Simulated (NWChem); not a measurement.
System: HSeSI; SMILES [Se](I)S

Here is an NWChem input.

```
start job
memory heap 200 mb stack 900 mb global 1100 mb
geometry units angstroms noautoz
  Se     0.729643    -1.012817     0.005867
  I     -0.112374     1.401730     0.009485
  S     -1.066314    -2.242685     0.055718
  H     -1.293138    -2.307128    -1.279623
end
basis spherical
  Se library def2-svp
  I library def2-svp
  S library def2-svp
  H library def2-svp
end
ecp
  I library def2-ecp
end
dft
  xc r2scan0
  iterations 150
  mulliken
end
task dft energy
```

Output (shortened):

```
             Northwest Computational Chemistry Package (NWChem) 7.3.0
             --------------------------------------------------------

 C1  symmetry detected

                             Geometry "geometry" -> ""
                             -------------------------

 Output coordinates in angstroms (scale by  1.889725989 to convert to a.u.)

  No.       Tag          Charge          X              Y              Z
 ---- ---------------- ---------- -------------- -------------- --------------
    1 Se                  34.0000     0.72575292    -1.02819901     0.00372964
    2 I                   53.0000    -0.11838378     1.38560902     0.00636561
    3 S                   16.0000    -1.06918726    -2.25964225     0.05126144
    4 H                    1.0000    -1.29426239    -2.32423552    -1.28436819

 Effective nuclear repulsion energy (a.u.)     643.9214834019

                                 NWChem DFT Module
                                 -----------------

 Summary of "ao basis" -> "ao basis" (spherical)
 ------------------------------------------------------------------------------
       Tag                 Description            Shells   Functions and Types
 ---------------- ------------------------------  ------  ---------------------
 Se                         def2-svp                12       32   5s4p3d
 I                          def2-svp                10       26   4s4p2d
 S                          def2-svp                 8       18   4s3p1d
 H                          def2-svp                 3        5   2s1p

            General Information
            -------------------
          SCF calculation type: DFT
          Wavefunction type:  closed shell.
          No. of atoms     :     4
          No. of electrons :    76
           Alpha electrons :    38
            Beta electrons :    38
          Charge           :     0
          Spin multiplicity:     1
          Use of symmetry is: off; symmetry adaption is: off
          Maximum number of iterations: 150
          AO basis - number of functions:    81
                     number of shells:    33
          Convergence on energy requested:  1.00D-06
          Convergence on density requested:  1.00D-05
          Convergence on gradient requested:  5.00D-04

              XC Information
              --------------
                     r^2SCAN0 Method XC Functional
                     Hartree-Fock (Exact) Exchange  0.250
               r^2SCAN metaGGA Exchange Functional  0.750
                     r^2SCAN Correlation Potential  1.000

             Grid Information
             ----------------
          Grid used for XC integration:  medium
          Radial quadrature: Mura-Knowles
          Angular quadrature: Lebedev.
          Tag              B.-S. Rad. Rad. Pts. Rad. Cut. Ang. Pts.
          ---              ---------- --------- --------- ---------
          Se                  1.15      112           9.0       590
          I                   1.40      123          11.0       590
          S                   1.00       88          11.0       590
          H                   0.35       45          11.0       434
          Grid pruning is: on
          Number of quadrature shells:   368
          Spatial weights used:  Erf1

      Superposition of Atomic Density Guess
      -------------------------------------

 Sum of atomic energies:       -3144.48550257

      Non-variational initial energy
      ------------------------------

 Total energy =   -3094.403791
 1-e energy   =   -5170.499113
 2-e energy   =    1695.720004
 HOMO         =      -0.232822
 LUMO         =      -0.077563

     ---------------------------------------------
      Total Density - Mulliken Population Analysis
     ---------------------------------------------

    Atom       Charge   Shell Charges
 -----------   ------   -------------------------------------------------------
    1 Se  34    33.84   2.00  2.00  2.00  1.35  0.55  6.00  5.98  1.63  2.24  8.20  1.75  0.13
    2 I   25    25.20   1.83  0.22  1.24  0.67  2.93  3.13  2.56  2.60  9.83  0.20
    3 S   16    16.14   2.00  1.99  1.20  0.64  5.94  1.69  2.64  0.04
    4 H    1     0.82   0.59  0.20  0.03

   convergence    iter        energy       DeltaE   RMS-Dens  Diis-err
 ---------------- ----- ----------------- --------- --------- ---------
 d= 0,ls=0.0,diis     1  -3097.6512275112 -3.48D+03  1.17D-02  2.73D-01
 d= 0,ls=0.0,diis     2  -3097.6571213500 -5.89D-03  7.41D-03  1.95D-01
 d= 0,ls=0.0,diis     3  -3097.6872061018 -3.01D-02  2.34D-03  3.27D-02
 d= 0,ls=0.0,diis     4  -3097.6917378985 -4.53D-03  4.22D-04  1.35D-03
 d= 0,ls=0.0,diis     5  -3097.6918993469 -1.61D-04  1.13D-04  4.25D-05
  Resetting Diis
 d= 0,ls=0.0,diis     6  -3097.6919057119 -6.37D-06  4.46D-05  7.34D-06
 d= 0,ls=0.0,diis     7  -3097.6919069259 -1.21D-06  2.50D-05  5.72D-07
 d= 0,ls=0.0,diis     8  -3097.6919068612  6.47D-08  1.48D-05  9.18D-07
 d= 0,ls=0.0,diis     9  -3097.6919070321 -1.71D-07  1.15D-06  6.50D-09

         Total DFT energy =    -3097.691907032148
      One electron energy =    -5170.189152387687
           Coulomb energy =     1827.649265705420
    Exchange-Corr. energy =     -135.527338508977
 Nuclear repulsion energy =      380.375318159097

 Numeric. integr. density =       75.999997359253

                       DFT Final Molecular Orbital Analysis
                       ------------------------------------

[...]
```

Level: r2SCAN0/def2-SVP with def2 effective core potentials on I. Geometry: optimised at PBE0/def2-SVP. def2 effective core potentials on I; no spin-orbit coupling.
